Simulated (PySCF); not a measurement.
2-methylquinoxaline, C$_{9}$H$_{8}$N$_{2}$

Cartesian coordinates in Å; atom numbers follow the order of the lines, from 1:
```xyz
19

C    -3.241   -0.690    0.489
C    -1.862   -0.281    0.077
C    -1.673    0.616   -1.023
N    -0.498    1.009   -1.429
C     0.579    0.528   -0.756
C     1.884    0.914   -1.143
C     2.976    0.427   -0.461
C     2.805   -0.460    0.629
C     1.547   -0.851    1.025
C     0.405   -0.365    0.342
N    -0.833   -0.754    0.738
H    -3.846    0.186    0.772
H    -3.768   -1.193   -0.337
H    -3.181   -1.374    1.344
H    -2.549    0.999   -1.562
H     1.982    1.599   -1.987
H     3.984    0.724   -0.760
H     3.684   -0.836    1.158
H     1.386   -1.533    1.862
```

Computed, not measured: PySCF 2.14.0, quadratic response CAM-B3LYP/aug-cc-pVDZ first hyperpolarisability, Taylor convention, gas phase. Geometry: PBE0-D3(BJ)/def2-SVP.

Problem. Give the tensor of the static β(0;0,0) in the axes of these coordinates.

Solution. In au, Taylor convention; rows are the first index (the induced dipole):
```csv
,xx,yy,zz,xy,xz,yz
x,+87.4,-25.4,-14.2,-16.9,+32.6,-17.7
y,-16.9,+7.0,+7.8,-25.4,-17.7,-10.1
z,+32.6,-10.1,-16.6,-17.7,-14.2,+7.8
```
Norm of βᵢ = ⅓ Σⱼ (βᵢⱼⱼ + βⱼᵢⱼ + βⱼⱼᵢ): 48.1 au, hyper-Rayleigh value 42.3 au.
